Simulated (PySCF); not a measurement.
An unknown shows these calculated signals:

1H NMR (500 MHz, computed): δ 5.05 (m, 1H), 4.98 (s, 3H), 4.85 (m, 1H), 4.32 (m, 1H), 1.49 (m, 3H).

13C{1H} NMR (computed): δ 169.9 (C), 92.7 (CH), 88.4 (CH2), 23.6 (CH3).

How the numbers were obtained: NMR shieldings at PBE0/pcSseg-1/GIAO, geometry from GFN2-xTB, in PySCF 2.14 (isolated molecule, equivalent nuclei averaged, non-relativistic Hamiltonian, single conformer).

δ = σ(ref) − σ, references computed at the same level: TMS for 1H (σ = 31.72 ppm) and 13C (σ = 186.93 ppm).

Which of these does the molecule contain: a non-aromatic C=C double bond, a methoxy group, an ester, a vinyl group CH=CH2, a Si–H bond?

Results:


- A non-aromatic C=C double bond: yes.
- A methoxy group: no.
- An ester: no.
- A vinyl group CH=CH2: no.
- A Si–H bond: yes (δH 4.98 (s)).

The data belong to `C=C(O[SiH3])[C@H](C)F`, C4H9FOSi; they needn't prove each group on their own.

Carbon signals by region: 1 in the far downfield region (above 160 ppm), 2 at 50–100 ppm, 1 below 50 ppm. Above 160 ppm: 169.9, alkene carbon bearing oxygen.

Splittings by 19F in the carbon and heteronuclear signals aren't shown, as no couplings were computed. Shifts are as computed. Against solution values, carbons near 30 ppm lie about +3 ppm off and those near 130 ppm about +5 ppm. Of 1309 compounds with measured shifts, 239 miss one by over three times the rms of a fit or turn the order of signals round; such compounds aren't used in these exercises. No couplings were computed; multiplicities are counted from neighbouring protons, with m where these are inequivalent, close in shift, in a saturated or five-membered ring or joined by F or P, and br s for small geminal =CH2 splittings.
